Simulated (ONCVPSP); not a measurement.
# molybdenum (Mo): excitation energies, all-electron against ONCV

```json
{
 "Element": "Mo",
 "Generator": "ONCVPSP 4.0.1",
 "Type": "optimised norm-conserving Vanderbilt (ONCV)",
 "Functional": "PBEsol",
 "Relativity": "non-relativistic",
 "Frozen core": "[Ar] 3d10",
 "Valence charge": "14",
 "Reference configuration": "4s2 4p6 4d5 5s1",
 "Partial waves": "4s+5s: rc 1.85 bohr, ncon 4, nbas 7, qcut 5.9 1/bohr, 2 projectors; 4p: rc 1.40 bohr, ncon 4, nbas 8, qcut 5.4 1/bohr, 2 projectors, debl 3.2 Ha; 4d: rc 1.40 bohr, ncon 3, nbas 8, qcut 12.7 1/bohr, local",
 "Local potential": "the d channel",
 "Core correction": "none"
}
```

Energies are relative to the spin-unpolarised reference configuration 4s2 4p6 4d5 5s1; without spin polarisation the order of configurations can differ from experiment.

(1) Give the all-electron excitation energy and the error of the potential for: 4s2 4p6 4d5 5s0; 4s2 4p6 4d4 5s0; 4s2 4p6 4d3 5s0; 4s2 4p6 4d4 5s1.

Answers

(1)

```json
{"valence configuration": "4s2 4p6 4d5 5s0", "charge": "+1", "ΔE all-electron (eV)": "6.521", "error AE − PS (meV)": "-0.5"}
{"valence configuration": "4s2 4p6 4d4 5s0", "charge": "+2", "ΔE all-electron (eV)": "22.194", "error AE − PS (meV)": "+0.5"}
{"valence configuration": "4s2 4p6 4d3 5s0", "charge": "+3", "ΔE all-electron (eV)": "49.273", "error AE − PS (meV)": "+4.4"}
{"valence configuration": "4s2 4p6 4d4 5s1", "charge": "+1", "ΔE all-electron (eV)": "8.393", "error AE − PS (meV)": "-0.2"}
```
